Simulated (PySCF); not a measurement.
**Unknown compound**

The spectra below were simulated for a compound C$_{8}$H$_{11}$N.

¹H NMR (300 MHz, computed): δ 6.51 (m, 1H), 6.31 (d, 1H), 6.16 (t, 1H), 2.25 (m, 2H), 2.01 (d, 3H), 1.05 (t, 3H).

¹³C{¹H} NMR (computed): δ 154.3, 142.4, 128.2, 122.9, 120.2, 25.5, 21.7, 15.0.

How the numbers were obtained: geometry from PBE0-D3(BJ)/def2-SVP, PBE0/pcSseg-1 with gauge-including orbitals, in PySCF (averaged over atoms made equivalent by symmetry, fast rotation or ring inversion, relativity neglected, in vacuum, a single conformation).

Referencing at the same level of theory: ¹H (σ = 31.27 ppm) and ¹³C (σ = 184.41 ppm) vs TMS.

Propose a structure and justify it.

Results:


The formula gives 4 degrees of unsaturation (no ring in the answer). 8 carbon signals for 8 carbons: no two carbons are equivalent. Carbon types of the structure: 2 × C, 3 × CH, 1 × CH2, 2 × CH3, which accounts for all hydrogens. δC 154.3, 142.4, 128.2: alkene CH; the olefinic region. δC 122.9: nitrile carbon; typical of a nitrile. δC 120.2: fully substituted alkene carbon; as expected for a trigonal carbon in a double bond. δC 21.7: allylic methyl carbon; aliphatic region, no heteroatom directly attached. δC 15.0: methyl carbon; a saturated carbon with 1 carbon neighbour and no heteroatom attached. δH 2.25: hydrogen on an allylic sp3 CH2; allylic position. δH 2.01: hydrogen on an allylic methyl carbon; allylic position.

The compound is `C/C=C/C(C#N)=C\CC`.

The data come from this structure; uniqueness wasn't tested.

Shifts are as computed. Against solution values, carbons near 30 ppm lie about +2 ppm off and those near 130 ppm about +5 ppm. Of 1211 compounds with measured shifts, 218 miss one by over three times the rms of a fit or turn the order of signals round; such compounds aren't used in these exercises. Multiplicities follow the n + 1 count of equivalent neighbours, as no J values were calculated; m marks all less simple cases, F and P coupling included.
